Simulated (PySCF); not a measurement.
vanadium atom (V), quartet (typed; the unrestricted solution is spin-contaminated); PBE/cc-pVDZ in PySCF.

The PySCF input:
```python
from pyscf import gto, scf, dft

mol = gto.M(
    atom='''
V     0.00000000    0.00000000    0.00000000
''',
    basis='cc-pvdz',
    spin=3,
    verbose=4,
)

mf = dft.UKS(mol)
mf.xc = 'pbe'
mf.kernel()
```

The log (banner, timings and long lists left out):

```
PySCF version 2.14.0

[INPUT] verbose = 4
[INPUT] num. atoms = 1
[INPUT] num. electrons = 23
[INPUT] charge = 0
[INPUT] spin (= nelec alpha-beta = 2S) = 3
[INPUT] symmetry False subgroup None
[INPUT] Mole.unit = angstrom
[INPUT] Symbol           X                Y                Z      unit          X                Y                Z       unit  Magmom
[...]
nuclear repulsion = 0
number of shells = 7
number of NR pGTOs = 122
number of NR cGTOs = 43
basis = cc-pvdz
ecp = {}

******** <class 'pyscf.dft.uks.UKS'> ********
method = UKS
initial guess = minao
damping factor = 0
level_shift factor = 0
DIIS = <class 'pyscf.scf.diis.CDIIS'>
diis_start_cycle = 1
diis_space = 8
diis_damp = 0
SCF conv_tol = 1e-09
SCF conv_tol_grad = None
SCF max_cycles = 50
direct_scf = True
direct_scf_tol = 1e-13
number electrons alpha = 13  beta = 10
XC library pyscf.dft.libxc version 7.1.2
    S. Lehtola, C. Steigemann, M. J. T. Oliveira, and M. A. L. Marques,  SoftwareX 7, 1–5 (2018)
XC functionals = pbe
    J. P. Perdew, K. Burke, and M. Ernzerhof,  Phys. Rev. Lett. 77, 3865 (1996)
    J. P. Perdew, K. Burke, and M. Ernzerhof,  Phys. Rev. Lett. 78, 1396 (1997)
    J. P. Perdew, K. Burke, and M. Ernzerhof,  Phys. Rev. Lett. 77, 3865 (1996)
    J. P. Perdew, K. Burke, and M. Ernzerhof,  Phys. Rev. Lett. 78, 1396 (1997)
radial grids:
    Treutler-Ahlrichs [JCP 102, 346 (1995); DOI:10.1063/1.469408] (M4) radial grids

becke partition: Becke, JCP 88, 2547 (1988); DOI:10.1063/1.454033
pruning grids: <function nwchem_prune>
grids dens level: 3
symmetrized grids: False
atomic radii adjust function: <function treutler_atomic_radii_adjust>
small_rho_cutoff = 0
Set gradient conv threshold to 3.16228e-05
tot grids = 20904
init E= -943.469561507823

cycle= 1 E= -943.029286220981  delta_E= 0.44  |g|= 0.947  |ddm|= 2.36
cycle= 2 E= -939.66436363688  delta_E= 3.36  |g|= 2.08  |ddm|= 7.82
cycle= 3 E= -943.535921306214  delta_E= -3.87  |g|= 0.43  |ddm|= 7.59
cycle= 4 E= -943.597059686359  delta_E= -0.0611  |g|= 0.256  |ddm|= 2.05
cycle= 5 E= -943.60643122377  delta_E= -0.00937  |g|= 0.278  |ddm|= 1.59
cycle= 6 E= -943.62974687845  delta_E= -0.0233  |g|= 0.185  |ddm|= 0.319
cycle= 7 E= -943.634289290866  delta_E= -0.00454  |g|= 0.177  |ddm|= 1.14
cycle= 8 E= -943.63966992187  delta_E= -0.00538  |g|= 0.158  |ddm|= 0.255
cycle= 9 E= -943.643453242752  delta_E= -0.00378  |g|= 0.138  |ddm|= 0.112
cycle= 10 E= -943.610721803104  delta_E= 0.0327  |g|= 0.253  |ddm|= 1.15
[...]
cycle= 22 E= -943.662978970078  delta_E= -0.00016  |g|= 0.00779  |ddm|= 0.0881
cycle= 23 E= -943.663034033197  delta_E= -5.51e-05  |g|= 0.00355  |ddm|= 0.0308
cycle= 24 E= -943.663082784426  delta_E= -4.88e-05  |g|= 0.00227  |ddm|= 0.0982
cycle= 25 E= -943.663083857036  delta_E= -1.07e-06  |g|= 0.00136  |ddm|= 0.00568
cycle= 26 E= -943.663078669251  delta_E= 5.19e-06  |g|= 0.00307  |ddm|= 0.0487
cycle= 27 E= -943.663086259078  delta_E= -7.59e-06  |g|= 0.000283  |ddm|= 0.0242
cycle= 28 E= -943.663086377622  delta_E= -1.19e-07  |g|= 0.000191  |ddm|= 0.00389
cycle= 29 E= -943.663086466769  delta_E= -8.91e-08  |g|= 5.85e-05  |ddm|= 0.00169
cycle= 30 E= -943.663086489475  delta_E= -2.27e-08  |g|= 5.53e-05  |ddm|= 0.000514
cycle= 31 E= -943.663086584478  delta_E= -9.5e-08  |g|= 5.17e-05  |ddm|= 0.00216
cycle= 32 E= -943.663086676583  delta_E= -9.21e-08  |g|= 5.1e-05  |ddm|= 0.00211
cycle= 33 E= -943.663086811663  delta_E= -1.35e-07  |g|= 5.07e-05  |ddm|= 0.0031
cycle= 34 E= -943.663086953506  delta_E= -1.42e-07  |g|= 5.04e-05  |ddm|= 0.00326
cycle= 35 E= -943.663088325728  delta_E= -1.37e-06  |g|= 5.66e-05  |ddm|= 0.0321
cycle= 36 E= -943.663087634618  delta_E= 6.91e-07  |g|= 5.03e-05  |ddm|= 0.0163
cycle= 37 E= -943.663091241478  delta_E= -3.61e-06  |g|= 0.000256  |ddm|= 0.0912
cycle= 38 E= -943.663088594362  delta_E= 2.65e-06  |g|= 5.36e-05  |ddm|= 0.0684
cycle= 39 E= -943.663093675772  delta_E= -5.08e-06  |g|= 0.00183  |ddm|= 0.246
cycle= 40 E= -943.663093533379  delta_E= 1.42e-07  |g|= 0.000583  |ddm|= 0.104
cycle= 41 E= -943.66309428419  delta_E= -7.51e-07  |g|= 0.00113  |ddm|= 0.0562
cycle= 42 E= -943.663094012875  delta_E= 2.71e-07  |g|= 0.000599  |ddm|= 0.0379
cycle= 43 E= -943.663089266618  delta_E= 4.75e-06  |g|= 0.000235  |ddm|= 0.145
cycle= 44 E= -943.663094767747  delta_E= -5.5e-06  |g|= 0.00047  |ddm|= 0.174
cycle= 45 E= -943.663093579435  delta_E= 1.19e-06  |g|= 0.000136  |ddm|= 0.0534
cycle= 46 E= -943.663094314086  delta_E= -7.35e-07  |g|= 4.24e-05  |ddm|= 0.0267
cycle= 47 E= -943.663095291327  delta_E= -9.77e-07  |g|= 9.96e-05  |ddm|= 0.046
cycle= 48 E= -943.663095334436  delta_E= -4.31e-08  |g|= 6.5e-05  |ddm|= 0.00248
cycle= 49 E= -943.663095449219  delta_E= -1.15e-07  |g|= 7.66e-05  |ddm|= 0.00679
cycle= 50 E= -943.66309535438  delta_E= 9.48e-08  |g|= 0.000141  |ddm|= 0.00569
SCF not converged.
SCF energy = -943.66309535438 after 50 cycles  <S^2> = 4.3289011  2S+1 = 4.2796734
```

The run did not converge; its last values are not results.
